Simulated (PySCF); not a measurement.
**Frontier orbitals and the lowest excitations**

Species: C₅H₁₂P₂.
SMILES with atom numbers: `[CH3:1]/[CH:2]=[CH:3]/[P:4]([PH2:5])[CH2:6][CH3:7]` (hydrogens: H8, H9, H10 on C1; H11 on C2; H12 on C3; H13, H14 on P5; H15, H16 on C6; H17, H18, H19 on C7)

Structure used (GFN2-xTB), in Å, numbered top down from 1:
```xyz
19
C5H12P2 angstrom
C      3.083   -0.770    0.451
C      1.880   -0.391   -0.342
C      0.728    0.005    0.184
P     -0.695    0.481   -0.845
P     -0.509    2.634   -0.544
C     -2.041    0.207    0.421
C     -2.346   -1.275    0.588
H      2.874   -0.740    1.518
H      3.411   -1.773    0.181
H      3.904   -0.086    0.233
H      1.986   -0.444   -1.419
H      0.602    0.056    1.261
H     -1.475    2.923   -1.506
H      0.524    2.736   -1.472
H     -2.934    0.737    0.075
H     -1.734    0.650    1.373
H     -2.697   -1.698   -0.351
H     -3.116   -1.425    1.344
H     -1.453   -1.819    0.892
```

Method: TDDFT wB97X-D/def2-SVPD, vertical, gas phase, core orbitals frozen in the response (PySCF 2.14.0, density-fitted response routines).

Frontier orbitals with the atoms that hold most of them (Löwdin shares over 4%, at most four atoms; ? is withheld):

```csv
orbital,ε (eV),atoms
HOMO-3,-10.80,"P4 19%, C6 18%, C3 14%, C7 9%"
HOMO-2,-10.27,"P5 40%, P4 25%, C6 8%, C3 7%"
HOMO-1,-9.34,"C3 29%, C2 24%, P5 11%, P4 8%"
HOMO,?,?
LUMO,1.38,?
LUMO+1,2.06,"P5 28%, P4 16%, C3 10%, H13 8%"
LUMO+2,2.50,"C1 17%, P4 16%, C2 14%, H11 8%"
```

Question: Which atoms hold the HOMO, and with what shares?

Answer: P4 (bonded to 2 C and P) 44%; P5 (bonded to P and 2 H) 29%; C3 (bonded to C, P and H) 8%; C6 (bonded to C, P and 2 H) 6%. By element: phosphorus 73%, carbon 14% or more.

Question: Give the leading atoms of the LUMO.

Answer: C2 (bonded to 2 C and H) 25%; C3 (bonded to C, P and H) 19%; P5 (bonded to P and 2 H) 17%; P4 (bonded to 2 C and P) 12%. By element: carbon 44% or more, phosphorus 29%.

Question: What is the HOMO energy, and the HOMO–LUMO gap?

Answer: ε(HOMO) = -7.95 eV; the gap is 9.33 eV (0.3429 hartree).

Question: How does S1 compare with the orbital gap of 9.33 eV?

Answer: S1 is at 5.05 eV (f = 0.070), 4.28 eV below the gap, made of HOMO→LUMO (95%). Without the coupling terms of the response equations the lowest excitation would equal the gap.

Question: Give energy, strength and leading configuration of S1, S2 and S5, and follow the Löwdin shares of the leading atoms from the occupied to the empty orbital.

Answer: 
- S1 (5.05 eV, f 0.070), HOMO→LUMO (95%): P4 44% → 12%, P5 29% → 17%, C2 at most 6% → 25%, C3 8% → 19%
- S2 (5.79 eV, f 0.101), HOMO→LUMO+1 (87%): P4 44% → 16%, P5 29% → 28%
- S5 (6.76 eV, f 0.445), HOMO-1→LUMO (87%): C3 29% → 19%, C2 24% → 25%

One conformer stands for the species.
